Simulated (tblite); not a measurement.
Species: C5H4F3O2 (doublet state).
Z-matrix (Å and degrees, GFN2-xTB geometry), rows numbered from 1:
```
O 
C   1  1.2284
C   2  1.4047  1  125.30
C   3  1.4899  2  135.99  1    -0.22
C   4  1.5366  3   82.61  2   179.72
O   3  1.3474  2  128.31  1   179.61
C   2  1.5508  1  121.03  3   179.96
F   7  1.3443  2  111.49  1   119.79
F   7  1.3290  2  112.33  1    -0.69
F   7  1.3442  2  111.59  1  -121.23
H   4  1.0887  3  115.32  2    63.92
H   4  1.0888  3  115.21  2   -64.65
H   5  1.0902  4  116.48  3   113.69
H   5  1.0901  4  116.34  3  -113.31
```

Calculated harmonic vibrations of the isolated species, GFN2-xTB (tblite), most abundant isotopes, no scaling. Against measured fundamentals such values can be off by several per cent, at times by over 20. One conformer, not necessarily the lowest. Open shells enter through the occupations alone, without spin polarisation, and single modes of such species can be off by tens of per cent.

Harmonic wavenumbers (cm⁻¹): 38.2, 92.0, 95.4, 138.8, 224.0, 226.5, 337.1, 343.0, 365.1, 454.1, 482.2, 585.5, 640.6, 677.3, 770.0, 848.8, 958.6, 964.1, 1016.7, 1046.6, 1048.0, 1082.7, 1089.1, 1097.7, 1159.2, 1181.9, 1216.6, 1286.2, 1406.0, 1431.7, 1468.5, 1646.7, 2986.2, 2997.6, 3002.4, 3012.6.

A = 2506, B = 989.4, C = 817.9 MHz; mass 153.016 u (most abundant isotopes); point group Cs, symmetry number 1; spin multiplicity 2.

What is the zero-point energy?

½Σν̃ = 18709 cm⁻¹ = 223.81 kJ/mol.

What is S at 400 K and 1 bar for an ideal gas of classical rigid rotors and harmonic oscillators?

Translation 177.70, rotation 126.89, vibration 149.19, spin (R ln 2) 5.76: S = 459.5 J/(mol K).

And Cp and H(400 K) − H(0)?

Cp = 178.46 J/(mol K), of which vibrations give 145.20 (their classical limit is 36 R = 299.3); H(400 K) − H(0) = 43.72 kJ/mol without the zero-point energy, 30.42 from vibrations.

What must be added to the electronic energy to get the Gibbs energy at 400 K and 1 bar?

ZPE + [H(400 K) − H(0)] − T·S = 223.81 + 43.72 − 183.82 = 83.71 kJ/mol.

Blend soft modes into free rotors: weight 1/[1 + (100 cm⁻¹/ν̃)⁴] for the oscillator and the rest for a rotor with moment μB/(μ + B), μ = h/(8π²ν), B = 10⁻⁴⁴ kg m². What vibrational entropy results?

136.71 J/(mol K) in place of 149.19, which changes −T·S at 400 K by +4.99 kJ/mol.

How do the functions run with temperature in this model?

```
 T (K)  S (J/(mol K))  Cp (J/(mol K))  H − H(0) (kJ/mol)  G − H(0) (kJ/mol)  ln q(vib)
    50          254.5            53.9               2.09             -10.63       0.57
   100          298.4            74.5               5.32             -24.52       1.71
298.15          412.1           145.4              27.18             -95.67       6.44
373.15          447.4           170.3              39.04            -127.92       8.18
   500          502.3           205.0              62.95            -188.22      11.06
   750          594.7           249.1             120.26            -325.76      16.40
  1000          670.1           274.4             185.96            -484.16      21.24
```

q(vib) and H(0) count from the zero-point level.

Hindered rotation and anharmonicity are outside this model. Other conformers, if any are populated, would add a mixing term that is left out.
